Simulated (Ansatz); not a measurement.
A run for Ansatz (an electronic-structure program): R-B3LYP/def2-TZVPP on BCl2HO (SMILES OB(Cl)Cl), a point of a torsion scan.

Ansatz 0.2 input:
```yaml
crystal:
  periodic: [false, false, false]
  atoms:
    - {symbol: O, position_ang: [-0.86269276, -0.55166275, 0.28670833]}
    - {symbol: B, position_ang: [0.31530576, 0.03695554, 0.10400960]}
    - {symbol: Cl, position_ang: [1.74442367, -0.83067739, 0.51850968]}
    - {symbol: Cl, position_ang: [0.45307288, 1.60952818, -0.65162200]}
    - {symbol: H, position_ang: [-1.61547841, -0.33914007, -0.26619487]}
basis:
  gaussian:
    orbitals: def2-TZVPP
hamiltonian:
  xc: {name: B3LYP}
scf: {lower_state_search: off}
```

Task: What total energy does the run end on?

Result: -1021.3148 hartree.
